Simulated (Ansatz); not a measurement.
Gas-phase reaction in SMILES: [Cl][Hg][Cl] → [Cl][Hg][Cl] as triplet, charge 0 (to the triplet)

Wanted: adiabatic triplet-singlet gap, E(triplet) - E(singlet) (0 K, with zero-point energies), in eV. Conventions: open shells spin-unrestricted; no spin-orbit coupling; def2 sets with scalar-relativistic core potentials past Kr; LANL2DZ with its own core potentials from Na on; 6-31G* and kin with 6d, 5d where marked; dispersion terms only where a functional's name holds one. First-principles rows: single points at B3LYP-D3(BJ) geometries (Ansatz, a quantum-chemistry and plane-wave program), with unscaled harmonic terms from B3LYP/6-31G* (LANL2DZ past Ar) (Ansatz) at its own minima. Levels can end on unlike triplets.

```json
[
 {"species": "[Cl][Hg][Cl]", "coefficient": "-1", "E at B3LYP/6-31G* with LANL2DZ past Ar (Ansatz), Eh": "-963.19963", "E at wB97X-V/def2-TZVPD (Ansatz), Eh": "-1073.81576", "zero-point energy, kcal/mol": "1.13"},
 {"species": "[Cl][Hg][Cl] as triplet, charge 0", "coefficient": "+1", "E at B3LYP/6-31G* with LANL2DZ past Ar (Ansatz), Eh": "-963.12119", "E at wB97X-V/def2-TZVPD (Ansatz), Eh": "-1073.69480", "zero-point energy, kcal/mol": "0.69"}
]
```

 1 Eh = 27.2114 eV and 1 eV = 23.0605 kcal/mol.

**Question.** Compute it at each level from the table.

**Answer.** 
- B3LYP/6-31G* with LANL2DZ past Ar: the sum of coefficient times E is 0.07844 Eh, or 2.134 eV; the thermal terms add -0.019. Result: 2.12 eV.
- wB97X-V/def2-TZVPD: the sum of coefficient times E is 0.12096 Eh, or 3.291 eV; the thermal terms add -0.019. Result: 3.27 eV.
